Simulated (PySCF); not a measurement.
Species: C7H10P2S.
Atom-mapped SMILES: `[CH3:1][CH2:2][c:3]1[cH:4][p:5][cH:6][c:7]([S:8][CH3:9])[p:10]1`

Geometry (GFN2-xTB, Å), atoms numbered from 1 in this order:
```xyz
20
C7H10P2S angstrom
C     -2.6120    1.4136    0.0406
C     -2.1653    0.2023    0.8579
C     -1.0322   -0.5115    0.1611
C     -1.3257   -1.5765   -0.6513
P     -0.2631   -2.5683   -1.6056
C      1.2842   -1.8641   -1.2971
C      1.6099   -0.7860   -0.4989
S      3.3406   -0.3993   -0.4836
C      3.4443    1.0229    0.6342
P      0.5360    0.1999    0.4754
H     -1.7823    2.1091   -0.0781
H     -3.4291    1.9278    0.5409
H     -2.9457    1.1050   -0.9481
H     -3.0085   -0.4785    0.9948
H     -1.8357    0.5432    1.8432
H     -2.3717   -1.8648   -0.7147
H      2.1127   -2.3451   -1.8088
H      2.8575    1.8471    0.2363
H      3.0864    0.7402    1.6212
H      4.4947    1.2937    0.6776
```

NICS is the negative of the GIAO shielding at a point without a nucleus: at the ring centre (0) and 1 Å above and below it (1); zz is the component along the ring normal. Level: GIAO PBE0/pcSseg-1 (PySCF, non-relativistic, gas phase) on the GFN2-xTB geometry, one conformer.

Ring bond lengths (Å), with Mayer bond orders in brackets: C3–C4 1.371 (1.49), C4–P5 1.739 (1.28), P5–C6 1.728 (1.35), C6–C7 1.380 (1.42), C7–P10 1.753 (1.18), P10–C3 1.750 (1.25).

**Question.** Give the NICS values of each ring in ppm.

**Answer.** 
```tsv
ring	type	NICS(0)	NICS(1), two faces	NICS(1)zz, two faces	rms pucker (Å)	centre to ring atoms, mean (Å)
C3–C4–P5–C6–C7–P10	6-membered ring with 2 P; formal bonds all aromatic	-6.0	-9.1 / -9.2	-21.1 / -21.9	0.00	1.61
```

**Question.** What do they say, and how far can they be read as aromaticity?

**Answer.** 
- C3–C4–P5–C6–C7–P10: mean NICS(1)zz -21.5 ppm, shielded.

**Question.** And the bond-length index? HOMA = 1 − mean of α(R − Ropt)² over the ring bonds, with Krygowski's 1993 parameters (CC: Ropt 1.388 Å, α 257.7 Å⁻²; CP: Ropt 1.698 Å, α 118.91 Å⁻²).

**Answer.** 
- C3–C4–P5–C6–C7–P10: HOMA 0.82; the largest term is that of C7–P10, α(R − Ropt)² = 0.37.

**Question.** What is the mean of the two in-plane components of NICS at the first NICS(1) probe listed for ring C3–C4–P5–C6–C7–P10, 1 Å off the ring?

**Answer.** The isotropic value is a third of the trace: (3 × -9.1 − (-21.1))/2 = -3.1 ppm.

**Question.** List the ring angles and the Hirshfeld charges of the ring atoms.

**Answer.** 
- C3–C4–P5–C6–C7–P10: C3 127.9° (-0.034 e), C4 129.6° (-0.116 e), P5 102.5° (+0.108 e), C6 129.3° (-0.124 e), C7 128.0° (-0.067 e), P10 102.7° (+0.089 e); sum 720.0° against 720° for a flat convex ring.

**Question.** How shielded are the nuclei of the rings and their hydrogens (means over atoms taken as equivalent)?

**Answer.** 
| atoms | environment | σ isotropic (ppm) |
| --- | --- | --- |
| C3 | substituted aromatic carbon | -3.9 |
| C4 | aromatic CH carbon | 30.3 |
| P5 | phosphorus bonded to 2 C | 66.1 |
| C6 | aromatic CH carbon | 28.7 |
| C7 | substituted aromatic carbon | -5.5 |
| P10 | phosphorus bonded to 2 C | 114.3 |
| H16 | aromatic hydrogen | 22.73 |
| H17 | aromatic hydrogen | 22.38 |
